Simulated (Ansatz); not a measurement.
The cluster Al9⁺. Total charge 1; triplet. Geometry PBE-D4/def2-SVP, that of the charge +1 singlet; atoms count from 1.

```xyz
9

Al    0.229    0.177    2.951
Al    2.638   -0.964   -0.593
Al   -0.715    0.977   -2.493
Al    0.706    0.734    0.279
Al   -1.108   -0.833   -0.432
Al   -1.810    0.772    1.638
Al    0.834   -0.988   -2.328
Al    1.558   -1.535    1.625
Al   -2.330    1.660   -0.647
```

At PBE0-D4/def2-TZVP a singlet of charge 1 lies 0.88 eV below the triplet at the same geometry. The structure comes from a short search, and lower isomers may exist.

Question: Estimate the Mulliken populations from the PBE0/def2-TZVP orbitals of Ansatz.

Answer: 
```csv
atom,charge (e),spin (α − β)
Al1,0.20,0.02
Al2,0.20,0.19
Al3,0.14,0.12
Al4,-0.11,0.62
Al5,-0.05,0.53
Al6,0.14,0.21
Al7,0.16,0.12
Al8,0.15,0.10
Al9,0.17,0.08
```
Mulliken values and Mayer orders depend strongly on the basis.

Question: Where does the spin sit?

Answer: Summed by element: Al 2.00, of 2 unpaired in all. Largest on single atoms: Al4 0.62, Al5 0.53, Al6 0.21.

Question: And the Mayer bond orders between bonded heavy atoms (over 0.3)?

Answer: Al1–Al4 0.45 (2.77 Å); Al1–Al6 0.71 (2.50 Å); Al1–Al8 0.72 (2.54 Å); Al2–Al4 0.48 (2.72 Å); Al2–Al7 0.72 (2.50 Å); Al2–Al8 0.66 (2.53 Å); Al3–Al5 0.40 (2.77 Å); Al3–Al7 0.70 (2.51 Å); Al3–Al9 0.72 (2.55 Å); Al4–Al5 0.51 (2.50 Å); Al4–Al6 0.34 (2.86 Å); Al4–Al8 0.44 (2.77 Å); Al5–Al6 0.45 (2.71 Å); Al5–Al7 0.50 (2.72 Å); Al5–Al9 0.40 (2.78 Å); Al6–Al9 0.70 (2.51 Å). Values over 0.3 also appear between atoms too far apart for a bond (Al3–Al4 0.33 at 3.12 Å); they arise where an orbital or an unpaired electron spreads over both atoms.
